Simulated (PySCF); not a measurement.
Be(H)2 cation (BeH2), SMILES [BeH2] (connectivity only; charge and spin as stated), charge +1, multiplicity 2.

The structure is a stationary point at PBE0-D3(BJ)/def2-TZVPD. The geometry has at least one imaginary mode, so it is a saddle point at that level. The multiplicity is an assumed one; other spin states were not compared. The isomer is the one that the SMILES or the coordinates give; other isomers of the formula were not compared.

Method: ωB97X/def2-TZVPD in PySCF.

Computed frontier levels, dipole moment and polarisability:
The α spin, highest occupied and lowest empty level is -21.12 and -5.83 eV and the β spin, highest occupied and lowest empty level is -19.05 and -12.12 eV. The dipole moment about the centre of nuclear charge comes out as 0.00 D. The mean static polarisability is 39.8 bohr³ (5.89 Å³) and the polarisability, principal values is 14.7, 14.7, 89.9 bohr³. The ⟨S²⟩ is 0.774 (pure state 0.75).
